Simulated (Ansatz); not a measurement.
Mulliken charges of CH$_{5}$FOSi (`OC(F)[SiH3]`) from ωB97M-V/def2-TZVPP in Ansatz (PBE0-D4/def2-TZVP geometry).

| atom | x (Å) | y (Å) | z (Å) | charge (e) |
| --- | --- | --- | --- | --- |
| O1 | -0.153 | 1.194 | -1.093 | -0.288 |
| C2 | 0.496 | 0.122 | -0.522 | 0.120 |
| F3 | 0.599 | -0.922 | -1.446 | -0.231 |
| Si4 | -0.518 | -0.488 | 0.981 | 0.175 |
| H5 | 0.415 | 1.601 | -1.755 | 0.181 |
| H6 | 1.533 | 0.368 | -0.256 | 0.095 |
| H7 | -1.895 | -0.803 | 0.535 | -0.011 |
| H8 | 0.144 | -1.699 | 1.527 | -0.018 |
| H9 | -0.533 | 0.581 | 2.012 | -0.022 |

By hand: the dipole of these point charges (1 e Å = 4.8032 D).

Σ q r = (0.125, 0.150, 0.338) e Å, of length 0.390 e Å = 1.87 D.

How does the dipole of the full density compare? (An estimate is asked.)

Ansatz gave: (0.250, 0.247, 0.092) e Å, 1.74 D; the point charges give 1.07 times that, at 45° from its direction.

Point charges leave out the atoms' own dipoles, such as those of lone pairs, and Mulliken's split depends on the basis, so the two needn't agree.
